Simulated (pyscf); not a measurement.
Structures and frequencies: ωB97X-D3(BJ)/def2-SVP in PySCF.

Problem. How much does it cost (ΔH, 298 K, ωB97M-D3(BJ)/def2-TZVP) to split H₃C–Bi(CH₃)–TeH at its Bi–Te bond into H₃C–Bi•–CH₃ + TeH•?

Solution. Bi–Te to H₃C–Bi•–CH₃ + TeH•: 44.5 kcal/mol. The 7 functionals that were run give +35.4 (M06-2X) to +59.4 kcal/mol (ωB97X-D3(BJ)/def2-TZVP). Other isomers of H₃C–Bi•–CH₃ were not searched in full and may lie lower. Left out: the spin-orbit lowering of TeH, which is large for Br, Se, Te and I. Elements past Kr carry the def2 core potentials, without spin-orbit coupling.
